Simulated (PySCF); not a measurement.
Gas-phase reaction: 4 SnCl3 + 2 HCl ⇌ SnH2Cl2 + 3 SnCl4

Computed with PySCF (xtb for GFN2) and rigid-rotor harmonic-oscillator thermochemistry at 1 bar. † marks an energy on the PBE0/def2-TZVP geometry and frequencies; other levels use their own. CCSD(T) freezes the core. Open shells (unrestricted): SnCl3 (multiplicity 2); the rest are closed-shell singlets. GFN2 has no spin-polarisation term. B3LYP is the form with VWN-RPA correlation. Sn: scalar-relativistic def2 core potential, no spin-orbit coupling. SnCl3, SnH2Cl2: computed as isolated molecules; such fragments, hydroxides, amides, oligomers or adducts are transient or little studied in the gas. CCSD(T) isn't extrapolated to the basis-set limit. The harmonic model lacks anharmonicity and excited electronic states, which grow with temperature; levels with a mode under 35 cm⁻¹ are left out. Soft modes under 120 cm⁻¹ make the harmonic entropy rough for SnCl3, SnH2Cl2, SnCl4.

```tsv
level	ΔE electronic, kJ	ΔH°(298 K), kJ	ΔS°(298 K), J/K	ΔG°(2000 K), kJ
B3LYP/def2-TZVP†	-314	-310	-360	373
CCSD(T)/def2-SVP†	-424	-420	-360	262
GFN2-xTB	21	22	-359	694
HF/def2-TZVP†	-333	-329	-360	353
M06-2X/def2-TZVP†	-381	-377	-360	306
PBE/def2-SVP	-314	-311	-364	378
PBE0/def2-TZVP	-370	-366	-360	317
ωB97X-V/def2-TZVP†	-448	-444	-360	239
```
ΔH° is lowest at ωB97X-V/def2-TZVP† and highest at GFN2-xTB. No reference value is set beside these.
